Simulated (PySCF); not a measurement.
# CH6Si2, SMILES `[SiH2]=C[SiH3]` (charge 0, multiplicity 1)

All values below come from PBE-D3(BJ)/def2-TZVP // PBE0-D3(BJ)/def2-TZVP in PySCF.

```yaml
HOMO: -5.93 eV
dipole_moment: 1.59 D
HOMO–LUMO gap: 3.47 eV
LUMO: -2.45 eV
total_energy: -620.3140 Ha
cost: about 30 core-seconds (a rough figure)
```

Bonded distances (Å): Si1–C2 1.701, Si1–H4 1.481, Si1–H5 1.478, C2–Si3 1.839, C2–H6 1.088, Si3–H7 1.490, Si3–H8 1.489, Si3–H9 1.490. Angles (°): C2–Si1–H4 123.9, C2–Si1–H5 122.0, H4–Si1–H5 114.1, Si1–C2–Si3 122.9, Si1–C2–H6 118.3, Si3–C2–H6 118.8, C2–Si3–H7 111.9, C2–Si3–H8 109.2, C2–Si3–H9 112.0, H7–Si3–H8 108.4, H7–Si3–H9 107.0, H8–Si3–H9 108.3.
Charge 0, spin multiplicity 1.
